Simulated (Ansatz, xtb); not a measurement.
Two isomers of C6H5NS

Structure I: `N#CC1=CC=C(S)C1`, a singlet. Structure II: `N#C[C@@H]1C=CC=C1S`, a singlet. Both are isolated molecules in the gas phase, relaxed with B3LYP-D3(BJ)/def2-SVP; the shapes shown needn't be the lowest conformers.

I (Å):

```json
{"atom": "C", "x (Å)": "-0.1873", "y (Å)": "-1.1391", "z (Å)": "-0.5630"}
{"atom": "C", "x (Å)": "-0.3315", "y (Å)": "0.1884", "z (Å)": "-0.0903"}
{"atom": "C", "x (Å)": "-1.2358", "y (Å)": "0.6546", "z (Å)": "0.8201"}
{"atom": "C", "x (Å)": "-1.0456", "y (Å)": "2.0792", "z (Å)": "1.0263"}
{"atom": "C", "x (Å)": "-0.0164", "y (Å)": "2.5075", "z (Å)": "0.2405"}
{"atom": "C", "x (Å)": "0.5345", "y (Å)": "1.3439", "z (Å)": "-0.5437"}
{"atom": "N", "x (Å)": "-0.0479", "y (Å)": "-2.2215", "z (Å)": "-0.9675"}
{"atom": "S", "x (Å)": "0.5881", "y (Å)": "4.1493", "z (Å)": "0.1419"}
{"atom": "H", "x (Å)": "-1.9917", "y (Å)": "0.0494", "z (Å)": "1.3213"}
{"atom": "H", "x (Å)": "-1.6383", "y (Å)": "2.6936", "z (Å)": "1.7036"}
{"atom": "H", "x (Å)": "1.5571", "y (Å)": "3.9029", "z (Å)": "-0.7681"}
{"atom": "H", "x (Å)": "1.6015", "y (Å)": "1.1698", "z (Å)": "-0.3199"}
{"atom": "H", "x (Å)": "0.4576", "y (Å)": "1.5125", "z (Å)": "-1.6321"}
```

II (Å):

```json
{"atom": "C", "x (Å)": "-0.6786", "y (Å)": "-0.0405", "z (Å)": "1.5671"}
{"atom": "C", "x (Å)": "-0.8874", "y (Å)": "0.9043", "z (Å)": "0.4668"}
{"atom": "C", "x (Å)": "-0.7349", "y (Å)": "0.2860", "z (Å)": "-0.9129"}
{"atom": "C", "x (Å)": "0.1584", "y (Å)": "1.0151", "z (Å)": "-1.6121"}
{"atom": "C", "x (Å)": "0.6784", "y (Å)": "2.1120", "z (Å)": "-0.7896"}
{"atom": "C", "x (Å)": "0.1069", "y (Å)": "2.0632", "z (Å)": "0.4392"}
{"atom": "N", "x (Å)": "-0.5195", "y (Å)": "-0.7911", "z (Å)": "2.4346"}
{"atom": "S", "x (Å)": "0.3115", "y (Å)": "3.0718", "z (Å)": "1.8591"}
{"atom": "H", "x (Å)": "-1.9091", "y (Å)": "1.3198", "z (Å)": "0.5710"}
{"atom": "H", "x (Å)": "-1.2890", "y (Å)": "-0.5945", "z (Å)": "-1.2333"}
{"atom": "H", "x (Å)": "0.4603", "y (Å)": "0.8322", "z (Å)": "-2.6447"}
{"atom": "H", "x (Å)": "1.4096", "y (Å)": "2.8487", "z (Å)": "-1.1241"}
{"atom": "H", "x (Å)": "1.1919", "y (Å)": "3.9312", "z (Å)": "1.2979"}
```

Quicker runs give these differences E(II) − E(I): GFN2-xTB +0.304 eV; HF/STO-3G +0.358 eV (at GFN2-xTB geometries); r2SCAN-D4/def2-SVP +0.514 eV (at GFN2-xTB geometries).

Estimate E(II) − E(I) at the level CCSD(T)/def2-SVP + ΔMP2/def2-TZVPP.

Calculated at CCSD(T)/def2-SVP + ΔMP2/def2-TZVPP: E(II) − E(I) = +0.298 eV, so structure I lies lower.

Level by level:

| level | geometry | E(II) − E(I) (eV) | departure from the last row (eV) | job, with rough time for the two |
| --- | --- | --- | --- | --- |
| GFN2-xTB | GFN2-xTB | +0.304 | +0.006 | optimisation, 0.19 s |
| HF/STO-3G | GFN2-xTB | +0.358 | +0.059 | single point, 0.75 s |
| r2SCAN-D4/def2-SVP | GFN2-xTB | +0.514 | +0.216 | single point, 9.3 s |
| B3LYP-D3(BJ)/def2-SVP | B3LYP-D3(BJ)/def2-SVP | +0.423 | +0.125 | optimisation, 84 s |
| HF/def2-SVP | B3LYP-D3(BJ)/def2-SVP | +0.314 | +0.016 | part of the CCSD(T) run |
| MP2/def2-SVP | B3LYP-D3(BJ)/def2-SVP | +0.327 | +0.028 | part of the CCSD(T) run |
| CCSD(T)/def2-SVP | B3LYP-D3(BJ)/def2-SVP | +0.293 | −0.006 | single point |
| CCSD(T)/def2-SVP + ΔMP2/def2-TZVPP | B3LYP-D3(BJ)/def2-SVP | +0.298 |  | single point, 3.2 min |

As drawn, both hold the same kinds of bond in the same numbers.

None of the levels shown reverses the order. The largest departure from CCSD(T)/def2-SVP + ΔMP2/def2-TZVPP is that of r2SCAN-D4/def2-SVP, 0.216 eV. The last row adds to CCSD(T) the change of the MP2 difference between the two basis sets, here +0.006 eV.

With thermal terms from frequencies at re-optimised GFN2-xTB minima (ideal gas, soft modes damped towards free rotors, one conformer each, 298.15 K, 1 atm): on the last row, ΔE + ΔZPE = +0.297, ΔH = +0.296, ΔG = +0.297 eV.

The correlated steps freeze 12 core orbitals. Mirror images aren't counted in ΔG. Run with Ansatz 0.2.0, xtb 6.7.1; the last row on 2 threads of Arm Neoverse V1 on a shared host.
